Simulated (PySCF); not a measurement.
SnHMe2(NEt2), C6H17NSn.
Bonds: Sn1–C3, Sn1–C7, Sn1–N11, N11–C12, N11–C14, C12–C13, C14–C15. Hydrogens: H2 on Sn1; H4, H5, H6 on C3; H8, H9, H10 on C7; H16, H17 on C12; H18, H19, H20 on C13; H21, H22 on C14; H23, H24, H25 on C15.

Computed by this run: PBE0-D3(BJ)/def2-SVP geometry optimisation, gas phase, def2 core potentials past Kr (PySCF); density fitting, grid level 1; the optimiser is geomeTRIC in internal coordinates, started from a GFN2-xTB structure with every atom displaced at random (about 0.03 Å).

Step 1: E = -13805.6809 eV
```
atom  x, y, z in Å  |  force x, y, z in eV/Å
Sn1     0.7265    1.2089    0.7215   -0.101  -0.362   0.371
H2      0.7684    1.1901    2.4587    0.144  -0.032  -0.222
C3      2.6961    1.1074   -0.1530    0.373  -0.306   0.050
H4      3.3938    1.7809    0.3604   -0.065   0.208   0.145
H5      2.7106    1.3751   -1.2195   -0.188  -0.039  -0.007
H6      3.1270    0.0982   -0.0405   -0.160   0.006  -0.083
C7     -0.3055    2.9189    0.0360   -0.129   0.390  -0.167
H8      0.1805    3.8281    0.4197   -0.022   0.017  -0.068
H9     -1.3344    2.8842    0.4158   -0.077   0.023  -0.037
H10    -0.3201    2.9536   -1.0639   -0.024   0.046   0.051
N11    -0.5502   -0.3646    0.3102    0.427  -0.056   0.070
C12    -1.1229   -0.4554   -1.0122   -0.139   0.172  -0.066
C13    -0.1391   -0.7588   -2.1405    0.264  -0.176   0.304
C14    -0.3025   -1.6341    0.9724   -0.040  -0.133  -0.017
C15    -1.5284   -2.1532    1.7298    0.135   0.354  -0.237
H16    -1.6475    0.4934   -1.2434    0.053  -0.062   0.021
H17    -1.9265   -1.2174   -1.0086    0.060  -0.028  -0.005
H18     0.6299    0.0284   -2.2269   -0.182   0.127  -0.114
H19     0.4321   -1.6792   -1.9322   -0.143  -0.088  -0.023
H20    -0.6496   -0.8861   -3.1041    0.012   0.064  -0.129
H21     0.0558   -2.4108    0.2568   -0.138   0.079   0.057
H22     0.5361   -1.5407    1.6866   -0.072   0.126   0.040
H23    -1.8836   -1.3859    2.4367    0.106  -0.070   0.051
H24    -2.3603   -2.3404    1.0354   -0.036  -0.138  -0.020
H25    -1.2964   -3.0769    2.2755   -0.059  -0.122   0.037
```

Step 2: E = -13805.7306 eV
```
atom  x, y, z in Å  |  force x, y, z in eV/Å
Sn1     0.7250    1.2130    0.7383   -0.334   0.280  -0.022
H2      0.8094    1.1892    2.4586    0.068   0.006  -0.021
C3      2.6922    1.0708   -0.1298    0.136  -0.183  -0.058
H4      3.3765    1.7578    0.3824    0.043   0.120   0.071
H5      2.6759    1.3304   -1.1988   -0.061  -0.021   0.028
H6      3.0980    0.0520   -0.0197   -0.091   0.049  -0.024
C7     -0.3194    2.9714    0.0133    0.190  -0.178  -0.027
H8      0.1713    3.8845    0.3794    0.023  -0.002  -0.003
H9     -1.3511    2.9534    0.3851   -0.078  -0.019   0.018
H10    -0.3347    2.9968   -1.0885    0.020  -0.031   0.096
N11    -0.5268   -0.3632    0.3218    0.209  -0.101  -0.071
C12    -1.1143   -0.4494   -0.9965   -0.086  -0.073   0.000
C13    -0.1405   -0.7631   -2.1317   -0.055   0.051   0.007
C14    -0.2822   -1.6357    0.9761   -0.102   0.007   0.069
C15    -1.5124   -2.1669    1.7088   -0.014   0.144  -0.080
H16    -1.6399    0.4950   -1.2221    0.007   0.050  -0.011
H17    -1.9145   -1.2166   -0.9848    0.057   0.028   0.003
H18     0.6110    0.0359   -2.2408   -0.044   0.059  -0.047
H19     0.4166   -1.6885   -1.9349    0.015  -0.145   0.022
H20    -0.6627   -0.8819   -3.0967    0.046   0.038   0.053
H21     0.0774   -2.4044    0.2612    0.001  -0.009  -0.036
H22     0.5408   -1.5331    1.7055   -0.023   0.057   0.026
H23    -1.8739   -1.4196    2.4335    0.058  -0.040   0.001
H24    -2.3390   -2.3613    1.0067    0.013  -0.031   0.009
H25    -1.2927   -3.1028    2.2441    0.002  -0.054  -0.003
```

Step 3: E = -13805.7456 eV
```
atom  x, y, z in Å  |  force x, y, z in eV/Å
Sn1     0.7169    1.2291    0.7490   -0.094   0.066  -0.003
H2      0.8239    1.2168    2.4625    0.021   0.006   0.064
C3      2.6882    1.0626   -0.1085    0.053   0.038   0.018
H4      3.3687    1.7652    0.3994   -0.020  -0.057  -0.055
H5      2.6550    1.3067   -1.1800    0.014   0.000   0.005
H6      3.0756    0.0405    0.0108   -0.003   0.013   0.012
C7     -0.3083    2.9630    0.0002    0.002  -0.015  -0.015
H8      0.1847    3.8806    0.3516   -0.004   0.003   0.001
H9     -1.3463    2.9530    0.3624    0.009   0.014  -0.011
H10    -0.3132    2.9664   -1.1000    0.007  -0.013   0.024
N11    -0.5117   -0.3570    0.3269    0.099  -0.072  -0.108
C12    -1.1147   -0.4421   -0.9850   -0.073  -0.054   0.049
C13    -0.1576   -0.7601   -2.1313   -0.029   0.017  -0.037
C14    -0.2688   -1.6274    0.9804   -0.052   0.021   0.012
C15    -1.5020   -2.1730    1.6890   -0.053  -0.025   0.018
H16    -1.6401    0.5040   -1.2047   -0.004   0.030  -0.015
H17    -1.9120   -1.2101   -0.9633    0.003   0.025   0.003
H18     0.5833    0.0461   -2.2592    0.028  -0.013  -0.001
H19     0.3938   -1.6954   -1.9446    0.005   0.019  -0.006
H20    -0.6942   -0.8711   -3.0892    0.015  -0.001   0.051
H21     0.1027   -2.3890    0.2649    0.058  -0.031  -0.017
H22     0.5398   -1.5138    1.7240   -0.008   0.010   0.007
H23    -1.8703   -1.4416    2.4243    0.002  -0.008   0.008
H24    -2.3199   -2.3715    0.9777    0.013   0.020   0.016
H25    -1.2833   -3.1179    2.2131    0.012   0.007  -0.023
```

Step 4: E = -13805.7500 eV
```
atom  x, y, z in Å  |  force x, y, z in eV/Å
Sn1     0.7132    1.2388    0.7572   -0.011  -0.023   0.023
H2      0.8246    1.2385    2.4753   -0.004   0.004   0.000
C3      2.6921    1.0589   -0.0922   -0.068   0.029   0.003
H4      3.3736    1.7638    0.4062    0.024  -0.014  -0.014
H5      2.6596    1.2893   -1.1664    0.017   0.001  -0.007
H6      3.0715    0.0365    0.0401    0.014  -0.014   0.017
C7     -0.3043    2.9629   -0.0164   -0.021   0.008   0.008
H8      0.1870    3.8847    0.3263   -0.003  -0.001   0.004
H9     -1.3462    2.9606    0.3346    0.013   0.012  -0.007
H10    -0.2981    2.9500   -1.1153    0.005  -0.008  -0.014
N11    -0.5024   -0.3583    0.3289    0.082  -0.025  -0.051
C12    -1.1200   -0.4381   -0.9761   -0.032   0.022   0.049
C13    -0.1746   -0.7522   -2.1328   -0.023   0.009  -0.031
C14    -0.2604   -1.6283    0.9830   -0.022   0.023  -0.031
C15    -1.4957   -2.1843    1.6799   -0.017  -0.048   0.019
H16    -1.6435    0.5120   -1.1879    0.000  -0.003  -0.006
H17    -1.9192   -1.2026   -0.9490   -0.010   0.006  -0.001
H18     0.5675    0.0523   -2.2675    0.021  -0.020   0.020
H19     0.3746   -1.6911   -1.9580    0.012   0.022  -0.003
H20    -0.7223   -0.8560   -3.0836   -0.004  -0.011   0.008
H21     0.1259   -2.3863    0.2691    0.032  -0.011   0.018
H22     0.5392   -1.5084    1.7353   -0.002   0.003   0.003
H23    -1.8702   -1.4636    2.4221   -0.004   0.004   0.007
H24    -2.3088   -2.3816    0.9636   -0.003   0.023   0.004
H25    -1.2730   -3.1337    2.1942    0.006   0.010  -0.015
```

Task: Estimate the geometry and energy of step 5. (The exact step hangs on the optimiser's Hessian estimate; all steps are aligned on step 4, rigid shifts and turns removed.)

Result: E = -13805.7537 eV, largest force 0.078 eV/Å
```
atom  x, y, z in Å  |  force x, y, z in eV/Å
Sn1     0.7078    1.2482    0.7675    0.057  -0.024   0.030
H2      0.8133    1.2667    2.4873   -0.021   0.002  -0.019
C3      2.6933    1.0517   -0.0651   -0.075   0.022   0.001
H4      3.3801    1.7594    0.4210    0.018  -0.001   0.000
H5      2.6687    1.2604   -1.1441    0.011  -0.004  -0.007
H6      3.0635    0.0290    0.0898    0.019  -0.015   0.010
C7     -0.2990    2.9596   -0.0439   -0.018   0.016   0.010
H8      0.1890    3.8866    0.2891    0.001  -0.002   0.002
H9     -1.3466    2.9682    0.2887    0.002   0.004   0.001
H10    -0.2739    2.9244   -1.1418    0.002   0.002  -0.024
N11    -0.4874   -0.3587    0.3316    0.024  -0.026  -0.002
C12    -1.1283   -0.4276   -0.9617   -0.002   0.051   0.028
C13    -0.2029   -0.7383   -2.1355   -0.010  -0.005  -0.013
C14    -0.2447   -1.6284    0.9844   -0.001   0.017  -0.045
C15    -1.4817   -2.2004    1.6670    0.023  -0.031   0.006
H16    -1.6491    0.5274   -1.1602    0.003  -0.019   0.002
H17    -1.9320   -1.1865   -0.9265   -0.014  -0.008  -0.005
H18     0.5441    0.0605   -2.2758    0.006  -0.007   0.020
H19     0.3437   -1.6813   -1.9774    0.009   0.006   0.006
H20    -0.7669   -0.8324   -3.0768   -0.013  -0.007  -0.022
H21     0.1622   -2.3817    0.2751   -0.001   0.005   0.026
H22     0.5437   -1.5011    1.7472    0.000   0.003   0.003
H23    -1.8635   -1.4942    2.4195   -0.003   0.006   0.003
H24    -2.2904   -2.3918    0.9450   -0.012   0.014  -0.006
H25    -1.2530   -3.1559    2.1662   -0.004   0.000  -0.003
```

The energy changes by -0.0037 eV. The first-order estimate −F·Δx gives -0.0046 eV and the mean of the old and new forces, exact on a quadratic surface, -0.0031 eV. The step makes an angle of 81° with the force vector and moves no atom by more than 0.051 Å.

The cost below is that of the whole optimisation. On Arm Neoverse V2, one thread (shared host), this took 4.3 min of wall time and 1.0 GiB of memory at its peak.
